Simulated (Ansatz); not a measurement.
Li₉Br₉ (started as a model of: 2x3x3 LiBr rock-salt block), relaxed as a singlet with RKS PBE-D4/def2-SVP in Ansatz, starting from a model built from a lattice or polyhedron. Force threshold 0.03 eV/Å.

Start:

```
atom    x (Å)    y (Å)    z (Å)
 Li1  -0.7734   2.7379   2.8247
 Br2   0.9462   2.7166   0.7650
 Li3   2.6925   2.6796  -1.2398
 Br4  -2.3741   1.0617   1.4739
 Li5  -0.6218   1.0440  -0.5473
 Br6   1.1002   1.0068  -2.5704
 Li7  -3.9411  -0.6044   0.1380
 Br8  -2.2151  -0.6396  -1.8899
 Li9  -0.4769  -0.6603  -3.9349
Br10   0.4743   0.6819   3.9359
Li11   2.2275   0.6235   1.8919
Br12   3.9571   0.5970  -0.1282
Li13  -1.1207  -1.0184   2.5868
Br14   0.6368  -1.0399   0.5413
Li15   2.3635  -1.0558  -1.4608
Br16  -2.6816  -2.6931   1.2391
Li17  -0.9692  -2.7066  -0.8027
Br18   0.7757  -2.7310  -2.8226
```

**Question.** Estimate the energy that the relaxation releases and the steps that it takes.

**Answer.** 1.54 eV, in 6 steps; 91 s on 4 threads of Arm Neoverse V2 on a shared host. No frequencies were taken in this run, so the end may be a saddle point.

**Question.** Does the start keep its bonding and symmetry?

**Answer.** By distances, no bond broke or formed. The bond that changes most is Li3–Br12, from 2.68 to 2.41 Å (atoms count from 1). Point group C4v at the start, C4v at the end, both within 0.05 Å.

**Question.** Predict the relaxed structure.

**Answer.** 
```
atom   x (Å)   y (Å)   z (Å)
 Li1  -0.572   2.226   2.579
 Br2   0.886   2.956   0.722
 Li3   2.489   2.182  -0.992
 Br4  -2.534   1.260   1.428
 Li5  -0.671   1.107  -0.589
 Br6   1.039   1.208  -2.740
 Li7  -3.372  -0.725   0.217
 Br8  -2.381  -0.488  -2.035
 Li9  -0.310  -0.769  -3.354
Br10   0.539   0.518   3.857
Li11   2.038   0.714   1.738
Br12   3.900   0.469  -0.064
Li13  -1.119  -0.852   2.389
Br14   0.574  -0.948   0.504
Li15   2.179  -0.900  -1.458
Br16  -2.535  -2.723   1.263
Li17  -0.978  -2.465  -0.807
Br18   0.826  -2.772  -2.659
```
Bond lengths (bridged metal pairs left out): 33 × Br–Li 2.41 to 2.75 Å.
